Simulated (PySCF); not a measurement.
A calculated (PBE0, PySCF 2.14, x2c-QZVPPall with one added diffuse shell each of s, p, d, f, g type, the spin-free X2C one-electron Hamiltonian (Gaussian nucleus)) atom or ion has these occupied shells.

```tsv
shell	electrons	orbital energy (eV)	rms radius, mean of both spins (bohr)
1s α	1	-5409.0	0.0768
1s β	1	-5409.0	0.0768
2s α	1	-625.12	0.334
2s β	1	-623.99	0.334
2p α	3	-522.63	0.304
2p β	3	-521.64	0.304
3s α	1	-84.973	1.02
3s β	1	-81.456	1.02
3p α	3	-57.371	1.10
3p β	3	-53.542	1.10
3d α	3	-17.011	1.51
4p α	1	-8.602	3.94
```

Task: Name the element and its charge.

Result: V⁺ (vanadium, charge +1), in [Ar] 3d3 4p1, one real determinant (an excited configuration).
